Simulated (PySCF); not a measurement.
`OC[C@@H](Cl)[C@@H]1CO1`, C$_{4}$H$_{7}$ClO$_{2}$

Geometry:
| atom | x (Å) | y (Å) | z (Å) |
| --- | --- | --- | --- |
| O1 | -2.660 | 0.593 | -0.307 |
| C2 | -1.604 | -0.264 | 0.004 |
| C3 | -0.246 | 0.442 | -0.024 |
| Cl4 | -0.224 | 1.701 | 1.259 |
| C5 | 0.899 | -0.506 | 0.225 |
| C6 | 2.235 | -0.237 | -0.311 |
| O7 | 1.393 | -1.197 | -0.879 |
| H8 | -2.644 | 1.336 | 0.312 |
| H9 | -1.748 | -0.734 | 0.989 |
| H10 | -1.601 | -1.045 | -0.761 |
| H11 | -0.116 | 0.964 | -0.975 |
| H12 | 0.814 | -1.089 | 1.140 |
| H13 | 2.399 | 0.656 | -0.904 |
| H14 | 3.104 | -0.620 | 0.210 |

Theory: PySCF, GIAO HF/pcSseg-1 magnetisability, rotational g tensor and spin-rotation constants, non-relativistic, gas phase. Geometry: GFN2-xTB.

Task: Give the nuclear spin-rotation constants along the inertial axes (H = +C I·J) beside the isotropic shieldings.

Result: Rotational constants 3.1572, 1.5350, 1.1001 GHz. A star marks the isotopologue with that one atom substituted, in its own axes.
```tsv
atom	isotope	Caa (kHz)	Cbb (kHz)	Ccc (kHz)	mean (kHz)	σ (ppm)
Cl4	35Cl	0.513	0.103	0.188	0.268	918.8
H8	1H	-0.246	-0.054	-0.128	-0.143	30.0
H9	1H	-0.341	-0.149	0.045	-0.148	28.5
H10	1H	-0.260	0.043	-0.113	-0.110	28.0
H11	1H	-0.333	-0.185	0.051	-0.156	28.8
H12	1H	-0.334	-0.178	0.030	-0.161	29.8
H13	1H	-0.314	-0.160	0.012	-0.154	29.7
H14	1H	-0.062	-0.135	-0.088	-0.095	29.5
O1	17O*	-0.268	-0.056	-0.065	-0.130	322.4
C2	13C*	0.579	0.329	0.218	0.375	129.6
C3	13C*	0.604	0.305	0.245	0.385	126.4
C5	13C*	0.620	0.246	0.161	0.342	150.2
C6	13C*	0.589	0.251	0.142	0.328	154.6
O7	17O*	0.062	-0.256	0.030	-0.055	346.7
```
For the geometry as given, no vibrational averaging.

Task: How do the rotational constants and the g tensor change when H8, H9, H10, H11, H12, H13, H14 are replaced by deuterium?

Result: Constants 2.8856, 1.3895, 1.0252 GHz; g -0.0137, -0.0045, -0.0057, against -0.0144, -0.0052, -0.0062 before.
